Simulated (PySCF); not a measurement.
A structure optimised at B3LYP-D3(BJ)/def2-SVP, used in a PySCF frequency run:

```xyz
11

O      0.2600     1.5938     1.4000
Sn     0.0000     0.0000     0.2161
O     -0.2600    -1.5938     1.4000
P      2.2304    -0.1006    -0.9929
P     -2.2304     0.1006    -0.9929
H     -0.4984     1.7317     1.9858
H      0.4984    -1.7317     1.9858
H      1.6542    -0.8362    -2.0769
H      1.9787     1.1613    -1.6178
H     -1.9787    -1.1613    -1.6178
H     -1.6542     0.8362    -2.0769
```

Task: Write its SMILES, formula and point group.

Result: [OH][Sn]([OH])([PH2])[PH2], H6O2P2Sn, C2

Task: What are its rotational constants (standard atomic weights)?

Result: 2.0780, 1.2139, 1.0632 GHz
